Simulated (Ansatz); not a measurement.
Gas-phase electronic energies from Ansatz, PBE0-D4/def2-TZVP geometries. CCSD(T)/CBS is the MP2 limit (def2-TZVPP, def2-QZVPP) plus CCSD(T) − MP2 in def2-TZVPP, frozen cores. This one scheme is used for every species. Functionals use def2-TZVPP. Elements past krypton have def2 core potentials. For Ga, I outer-core shells are correlated without core-valence functions, which leaves a few kJ/mol of doubt a bond. Scalar relativity is left out up to krypton.

Consider the ligand exchange at a Ga–C bond: `[CH3][Ga]([Cl])[Cl]` + HI → `[Cl][Ga]([Cl])[I]` + CH₄.

(1) Is it downhill or uphill in electronic energy at CCSD(T)/CBS, and by how much? (Best estimate.)

(2) What do these levels give: revPBE-D4, BLYP-D4, r2SCAN-D4, r2SCAN0-D4, revPBE, r2SCAN? (Best estimate.)

Largest T1 diagnostic among the species: 0.011.

Answers

(1) The calculation gave: Downhill: ΔE = -1.27 eV.

(2) Computed: revPBE-D4 -1.26, BLYP-D4 -1.27, r2SCAN-D4 -1.31, r2SCAN0-D4 -1.34, revPBE -1.26, r2SCAN -1.31 eV.

Leaving LDA and LC-ωPBE aside and taking each functional with its dispersion term where it has one, the values, not all of them listed here, spread over 0.14 eV, from BHLYP-D4 to CAM-B3LYP-D4. LDA lies +0.08 eV from PBE without D4. From BLYP to BHLYP (50 % exact exchange), in def2-TZVPP and without D4, ΔE moves by −0.09 eV.
